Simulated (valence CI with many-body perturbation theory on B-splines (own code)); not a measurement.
**Which ion has this spectrum?**

A relativistic CI+MBPT calculation for an atom or ion with 7 electrons gives these levels (× 10³ cm⁻¹):

```csv
J,Parity,E,g
3/2,odd,0.00,1.32
3/2,odd,8079.6,1.44
5/2,odd,8263.4,1.17
1/2,odd,8640.6,0.62
5/2,even,10586,1.45
1/2,even,11363,2.01
3/2,even,11374,1.17
3/2,odd,16737,1.29
3/2,even,18869,1.58
5/2,even,19189,1.28
1/2,even,19651,1.36
3/2,even,19724,1.02
3/2,odd,22490,1.30
1/2,even,27872,1.86
```

The energies are calculated, and their last digits are not significant.

Task: Which is it?
A. Hf65+
B. Dy59+
C. Ho60+
D. Tm62+

Result: D. Tm62+, ground level (2s^2 2p1/2^2 2p3/2) J=3/2.
